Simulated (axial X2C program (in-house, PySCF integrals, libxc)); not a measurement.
**What spin–orbit coupling does to ScI**

Calculated with an in-house relativistic program for diatomic molecules. Spin-free means the one-electron spin-free X2C Hamiltonian; two-component (2c) means X2C with spin–orbit coupling and atomic mean-field two-electron Coulomb and Gaunt terms, so the difference of the two also holds small scalar two-electron terms. Basis: I dyall-cv3z [11s12p8d4f1g], Sc dyall-cv3z [10s11p7d5f2g] (cores contracted in-house); Gaussian nuclei, density fitting, unrestricted open shells. Masses: I 126.904 u, Sc 44.956 u.

Spin-free state: M_S = 1, Λ = 2 (beyond evenly filled blocks: σα, δ+α); fragments I + Sc.

```json
{"level": "PBE0", "Re (Å)": "2.694", "ωe (cm⁻¹)": "252.2", "De (eV)": "3.414", "μ (D)": "4.23"}
{"level": "HF", "Re (Å)": "2.815", "ωe (cm⁻¹)": "234.6", "De (eV)": "2.833", "μ (D)": "4.20"}
{"level": "MP2", "Re (Å)": "2.730", "ωe (cm⁻¹)": "249.9", "De (eV)": "3.205", "μ (D)": "n/a"}
{"level": "B97-3", "Re (Å)": "2.721", "ωe (cm⁻¹)": "244.6", "De (eV)": "3.011", "μ (D)": "3.85"}
{"level": "PW91", "Re (Å)": "2.676", "ωe (cm⁻¹)": "252.1", "De (eV)": "3.589", "μ (D)": "3.99"}
{"level": "B3LYP", "Re (Å)": "2.711", "ωe (cm⁻¹)": "246.3", "De (eV)": "3.119", "μ (D)": "4.37"}
```

Correlated methods: 18 electrons correlated (number of frozen shells: I 4 s, 3 p, 2 d; Sc 2 s, 1 p), 350 virtual spin orbitals or spinors in MP2.

Dipoles are positive if Sc is the positive end.

Two-component determinant lowest at the distance of the search:

Ω = 1 (⟨Sz⟩ = -1.00, ⟨Lz⟩ = 2.00 at HF); fragments I + Sc.

```json
{"level": "PBE0", "Re (Å)": "2.697", "ωe (cm⁻¹)": "250.9", "De (eV)": "3.159", "μ (D)": "4.20"}
{"level": "HF", "Re (Å)": "2.818", "ωe (cm⁻¹)": "233.5", "De (eV)": "2.530", "μ (D)": "4.19"}
{"level": "MP2", "Re (Å)": "2.733", "ωe (cm⁻¹)": "248.8", "De (eV)": "n/a", "μ (D)": "n/a"}
{"level": "B97-3", "Re (Å)": "2.724", "ωe (cm⁻¹)": "242.1", "De (eV)": "2.749", "μ (D)": "3.82"}
{"level": "PW91", "Re (Å)": "2.679", "ωe (cm⁻¹)": "250.4", "De (eV)": "3.324", "μ (D)": "3.95"}
{"level": "B3LYP", "Re (Å)": "2.714", "ωe (cm⁻¹)": "244.8", "De (eV)": "2.822", "μ (D)": "4.34"}
```

(1) From the two tables, how do the constants change at the MP2 level (2c against spin-free)?

Occupations by symmetry block were frozen at the best pattern of an incomplete PBE0 search. De is counted from the lowest determinant-based energies of the atoms at the same level, without counterpoise correction. De is not given where an atomic determinant may have missed its ground term or J level, or where the truncated virtual space spoils (T). Density functionals use the spin component along the axis (collinear). In 2c an atomic determinant is not the ground J level, so De misses part of the atomic spin–orbit lowering. This holds for PBE0, B97-3, PW91, B3LYP. PBE0 can misorder states that lie within some tenths of an eV, so this need not be the ground state of the molecule. The nearest other spin-free determinant of the search, M_S = 1, Λ = 1, lies 0.16 eV up at the distance of the search. The functionals have no current-density term, which raises determinants with orbital currents, atoms included. With several unpaired electrons one determinant need not be a pure state. At some level and bond length an empty orbital lies below a filled one. Some points did not converge and are left out.

Answers

(1) At the MP2 level Re rises by 0.003 Å and ωe drops by 1.1 cm⁻¹.
